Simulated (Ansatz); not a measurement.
Basis-set extrapolation for `B[O][AlH][NH2]` (PBE0-D4/def2-TZVP geometry, frozen core, Ansatz 0.2.0). Multiplicity 1, RHF reference.

|  | def2-TZVPP | def2-QZVPP |
| --- | --- | --- |
| HF | -399.037587 | -399.053382 |
| MP2 correlation | -0.628429 | -0.675778 |
| CCSD(T) correlation | -0.681522 | not run |

Energies in hartree. Use E(X) = E(∞) + A·exp(−7.88·√X) for Hartree–Fock and E(X) = E(∞) + B·X^(−2.97) for correlation, with X = 3 and 4, and add CCSD(T) minus MP2 of the smaller set to the MP2 limit.

Task: What is the CCSD(T) energy at the basis-set limit?

Result: HF limit: -399.053382 + (-0.015795) × 0.13774 = -399.05556. MP2 limit: -0.675778 + (-0.047349) × 0.74074 = -0.71085. Higher-order term: -0.681522 − (-0.628429) = -0.05309. Total: -399.81950 hartree, 263.6 kJ/mol below CCSD(T)/def2-TZVPP.
